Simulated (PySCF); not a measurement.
diboron tetrafluoride cation (B2F4), SMILES FB(F)B(F)F (connectivity only; charge and spin as stated), charge +1, multiplicity 2.

Coordinates come from a PBE-D3(BJ)/def2-SVP optimisation. The spin state was assumed, not searched. One conformer was computed; it need not be the lowest.

All values below come from PySCF 2.14.0 with PBE-D3(BJ)/def2-SVP.

Harmonic, unscaled wavenumbers; measured fundamentals usually lie a few per cent lower.

Modes within 1.5 cm⁻¹ of each other (mostly degenerate sets) share a row, with their intensities summed.

| mode | ν (cm⁻¹) | IR (km/mol) | moving atoms (share of kinetic energy) |
|---|---|---|---|
| 1 | 27 | 0.0 | F 100 % |
| 2–3 | 112 | 7.9 | F 91 %, B 9 % |
| 4 | 205 | 0.0 | F 88 %, B 12 % |
| 5–6 | 461 | 100.3 | B 85 %, F 15 % |
| 7 | 474 | 165.0 | F 60 %, B 40 % |
| 8 | 557 | 0.0 | F 56 %, B 44 % |
| 9 | 1081 | 228.5 | F 62 %, B 38 % |
| 10 | 1107 | 0.0 | F 56 %, B 44 % |
| 11–12 | 1660 | 506.6 | B 75 %, F 25 % |
